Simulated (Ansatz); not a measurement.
Ansatz results at the PBE0-D4/def2-TZVP geometry: HOMO energy (B3LYP/def2-TZVPP) -7.29 eV; HOMO–LUMO gap (B3LYP/def2-TZVPP) 6.99 eV; HOMO–LUMO gap (PBE/def2-TZVPP) 5.29 eV.

Each molecule was computed in one conformer, which needn't be the lowest.

(1) Which molecule gave them?
A. `C[SiH2]C[SiH2]F`
B. `N[SiH2]O[SiH](N)Cl`
C. `O[SiH2]O[SiH](O)O`
D. `N[Si@H](Cl)[Si@@H](N)O`

Results:

(1) D. The others give `N[SiH2]O[SiH](N)Cl`: -7.52, 7.70, 5.99; `O[SiH2]O[SiH](O)O`: -8.61, 8.44, 6.61; `C[SiH2]C[SiH2]F`: -8.46, 8.55, 6.81.

B3LYP here is the variant with VWN-RPA as its local correlation; programs differ in this.
